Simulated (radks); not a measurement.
Results of a calculation; reference values are marked as such.
Task: Coherent X-ray form factor from a spherical all-electron density. Level of theory: Dirac Kohn-Sham, PBE, spin-unpolarised, spherical densities, point nucleus (a radial shooting solver on a logarithmic mesh with Libxc functionals).

sin(theta)/lambda (1/angstrom)  f0 (electrons)
0.05                                    43.931
0.1                                     43.723
0.15                                    43.381
0.2                                     42.910
0.25                                    42.316
0.3                                     41.609
0.4                                     39.898
0.5                                     37.870
0.6                                     35.632
0.8                                     30.935
1                                       26.514
1.25                                    21.992
1.5                                     18.728
2                                       14.739

The species is in the configuration that NIST lists as its ground one. Which atom or ion scatters so?

Result: The iridium ion Ir33+, [Kr] 4d8. Extrapolating in s^2 from the first two rows gives f0(0) = 44.0, near the electron count 44; among species with that count, the fall with angle is slower the higher Z, and the table is that of Z = 77; from so few rows the species is fixed only to a neighbour or two.
